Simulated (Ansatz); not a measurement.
B$_{2}$ClH$_{5}$SSi, relaxed with RKS PBE-D4/def2-SVP in Ansatz 0.2.0 from a rough embedded geometry. The force threshold is 0.03 eV/Å; the program also tests the step.

Charge 0, multiplicity 1. The bonds changed during the relaxation, so this is another structure than the one it started from.

Start:

```xyz
10

B     1.560    0.771   -0.274
B     0.867   -0.675   -0.014
Si   -0.996   -0.748    0.402
S    -2.223    0.115   -1.172
Cl   -1.397    0.303    2.170
H     1.009    1.793   -0.139
H     2.746    0.816   -0.482
H     1.452   -1.684   -0.063
H    -1.449   -2.099    0.589
H    -1.567    1.410   -1.018
```

```
step  energy (eV)  largest force (eV/Å)  largest move (Å)
   1  -32641.7444                 1.743             0.000
   2  -32642.2046                 0.557             0.197
   3  -32642.3540                 0.487             0.188
   4  -32642.5190                 0.720             0.194
   5  -32642.7463                 0.511             0.192
   6  -32642.9303                 0.507             0.196
   7  -32643.0062                 0.463             0.195
   8  -32643.0209                 0.819             0.118
   9  -32643.0820                 0.487             0.194
  10  -32643.1237                 0.351             0.200
  11  -32643.1824                 0.371             0.145
  12  -32643.1864                 0.418             0.141
  13  -32643.1872                 0.352             0.200
  14  -32643.2099                 0.105             0.152
  15  -32643.2125                 0.046             0.043
  16  -32643.2130                 0.035             0.012
  17  -32643.2130                 0.038             0.011
  18  -32643.2132                 0.023             0.008
```

End:

```xyz
10

B     1.425    0.822   -0.188
B     0.566   -0.525   -0.621
Si   -0.748   -0.806    0.818
S    -1.370   -0.236   -1.307
Cl   -1.370    0.653    2.163
H     0.966    1.955   -0.196
H     2.548    0.694    0.276
H     0.933   -1.598   -1.068
H    -1.503   -2.059    1.150
H    -1.447    1.099   -1.028
```

It took 12 s on 4 threads of an INTEL XEON PLATINUM 8581C on a shared host, with 0.17 GiB of host memory at the peak.
